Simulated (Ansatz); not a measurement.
The cluster Al₅O₉H₃, relaxed as a singlet with RKS r2SCAN-D4/def2-SVP in Ansatz, starting from the GFN2-xTB geometry. Force threshold 0.03 eV/Å.

The structure comes from a short search, and lower isomers may exist.

Start:

Cartesian coordinates in Å:
```
Al -1.334 -0.607 -0.707
Al 0.224 -0.795 1.418
Al 1.292 1.578 -0.785
Al 1.511 -1.335 -1.226
Al -1.000 1.906 0.926
O -0.167 0.705 1.938
O -1.795 0.909 -0.309
O 0.381 2.644 0.004
O -0.201 -1.241 -1.697
O 1.448 -1.430 0.543
O -1.334 -1.604 0.848
O 2.431 -2.470 -1.950
O 2.073 0.368 -1.500
O -1.967 2.972 1.686
H -2.370 3.652 2.198
H 2.757 -3.029 -2.635
H -1.950 -2.224 1.246
```

Task: Estimate the energy that the relaxation releases and the steps that it takes.

Result: 79.7 kcal/mol, in 60 steps; 8.2 min on 4 threads of Arm Neoverse V1 on a shared host. The force fell under the threshold at step 58, but the optimiser went on. No frequencies were taken in this run, so the end may be a saddle point.

Task: Does the start keep its bonding and symmetry?

Result: Bonds lost: Al4–O10, Al5–O7 (atoms count from 1). Bonds formed: Al1–O10, Al2–O7, Al3–O7, Al3–O10 (atoms count from 1). Metal–metal contacts that move far: Al1–Al3 3.42 to 2.59 Å, Al2–Al3 3.41 to 2.59 Å.

Task: Predict the relaxed structure.

Result: 
```csv
atom,x (Å),y (Å),z (Å)
Al1,-0.243,-1.724,-0.271
Al2,-1.386,-0.222,1.138
Al3,0.611,0.721,-0.219
Al4,1.948,-1.363,-2.007
Al5,-1.002,2.520,1.652
O6,-1.960,1.118,1.999
O7,-1.045,-0.096,-0.690
O8,0.265,2.225,0.546
O9,0.778,-2.491,-1.385
O10,0.407,-0.665,1.094
O11,-1.707,-2.062,0.870
O12,3.119,-1.798,-3.147
O13,1.799,0.201,-1.351
O14,-1.370,3.996,2.391
H15,-0.880,4.809,2.249
H16,3.213,-2.678,-3.518
H17,-2.545,-2.490,0.648
```
Bond lengths (bridged metal pairs left out): 18 × Al–O 1.69 to 1.92 Å; 3 × H–O 0.96 to 0.97 Å.
